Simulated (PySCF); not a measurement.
## Correlation energy of I⁺ (iodine, charge +1)

[Kr] 4d10 5s1 5p5, high-spin 3P determinant (an excited configuration). All numbers are calculated (PySCF 2.14, scalar relativity through the core potential, in def2-TZVPPD with the def2 core potential (28 electrons)). Frozen: nothing; 24 electrons correlated.

```
  level  correlation energy (mhartree)
   CCSD                        -554.97
    (T)                         -29.04
CCSD(T)                        -584.01
```

Diagnostics: T1 = 0.011, D1 = 0.0468, largest double amplitude 0.171.

A double-excitation amplitude exceeds 0.15, a sign of near-degeneracy.

Cost of the coupled-cluster step: roughly 80 core-seconds, for 24 correlated electrons.

Iterations:

```
CC2 = 0
CCSD nocc = (np.int64(13), np.int64(11)), nmo = (59, 59)
frozen orbitals [[], []]
max_cycle = 100
direct = 0
conv_tol = 1e-08
conv_tol_normt = 1e-06
diis_space = 8
diis_start_cycle = 0
Init t2, MP2 energy = -0.564335133761921
Init E_corr(UCCSD) = -0.564335133763214
cycle = 1  E_corr(UCCSD) = -0.525238937525654  dE = 0.0390961962  norm(t1,t2) = 0.105897
cycle = 2  E_corr(UCCSD) = -0.544197765068182  dE = -0.0189588275  norm(t1,t2) = 0.0707635
cycle = 3  E_corr(UCCSD) = -0.549751800314281  dE = -0.00555403525  norm(t1,t2) = 0.0457429
cycle = 4  E_corr(UCCSD) = -0.555548037251335  dE = -0.00579623694  norm(t1,t2) = 0.0156175
cycle = 5  E_corr(UCCSD) = -0.55451046196221  dE = 0.00103757529  norm(t1,t2) = 0.00538922
cycle = 6  E_corr(UCCSD) = -0.555220896566159  dE = -0.000710434604  norm(t1,t2) = 0.00258884
cycle = 7  E_corr(UCCSD) = -0.555016996541912  dE = 0.000203900024  norm(t1,t2) = 0.00163673
cycle = 8  E_corr(UCCSD) = -0.554914966019011  dE = 0.000102030523  norm(t1,t2) = 0.000638858
cycle = 9  E_corr(UCCSD) = -0.554979935758452  dE = -6.49697394e-05  norm(t1,t2) = 0.000273404
cycle = 10  E_corr(UCCSD) = -0.554969992432293  dE = 9.94332616e-06  norm(t1,t2) = 0.000118939
cycle = 11  E_corr(UCCSD) = -0.554969864890753  dE = 1.2754154e-07  norm(t1,t2) = 5.42123e-05
cycle = 12  E_corr(UCCSD) = -0.554972281190101  dE = -2.41629935e-06  norm(t1,t2) = 2.08305e-05
cycle = 13  E_corr(UCCSD) = -0.554971027292744  dE = 1.25389736e-06  norm(t1,t2) = 6.7194e-06
cycle = 14  E_corr(UCCSD) = -0.554971281725048  dE = -2.54432304e-07  norm(t1,t2) = 3.21559e-06
cycle = 15  E_corr(UCCSD) = -0.554971245379718  dE = 3.63453305e-08  norm(t1,t2) = 1.27216e-06
cycle = 16  E_corr(UCCSD) = -0.554971293836512  dE = -4.84567944e-08  norm(t1,t2) = 3.70128e-07
cycle = 17  E_corr(UCCSD) = -0.554971291369293  dE = 2.4672191e-09  norm(t1,t2) = 1.32311e-07
UCCSD converged
E(UCCSD) = -296.4210987269327  E_corr = -0.5549712913692928
UCCSD(T) correction = -0.0290438282391978
```

The basis has no tight functions for the innermost shells, so their pair energies are far from complete.

This basis was not built for core-valence correlation, so the inner-shell part is incomplete.
